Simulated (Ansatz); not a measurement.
```yaml
crystal:
  periodic: [false, false, false]
  atoms:
    - {symbol: N, position_ang: [-1.777137, 0.402812, 0.063239]}
    - {symbol: Si, position_ang: [-0.298952, 1.127335, 0.545179]}
    - {symbol: Ge, position_ang: [1.276475, -0.606438, 0.110387]}
    - {symbol: O, position_ang: [0.451621, -1.432757, -1.262007]}
    - {symbol: H, position_ang: [-1.739694, -0.272485, -0.685743]}
    - {symbol: H, position_ang: [-2.649069, 0.905727, 0.075668]}
    - {symbol: H, position_ang: [0.104626, 2.363705, -0.191336]}
    - {symbol: H, position_ang: [-0.332675, 1.491040, 1.987876]}
    - {symbol: H, position_ang: [1.464909, -1.631521, 1.252077]}
    - {symbol: H, position_ang: [2.681518, -0.156493, -0.350676]}
    - {symbol: H, position_ang: [0.883780, -2.247826, -1.524066]}
basis:
  gaussian: {orbitals: cc-pVTZ-PP}
total_charge: -1
magnetization: {spin_polarized: true, initial_magnetization: 1}
hamiltonian: {xc: {name: B97}}
output: {forces: true}
```

```sh
$ ansatz run in.yaml --threads 4 --pin off --events-out ev --progress --plain --max-ram 10444MiB
```

Output, abridged:

```
Functional definition: B97
Error: <dir> the basis set cc-pVTZ-PP has no functions for N
```

Task: Something in this input is off. What?

Result: The basis set is misnamed or doesn't suit the job. The program refused the input.
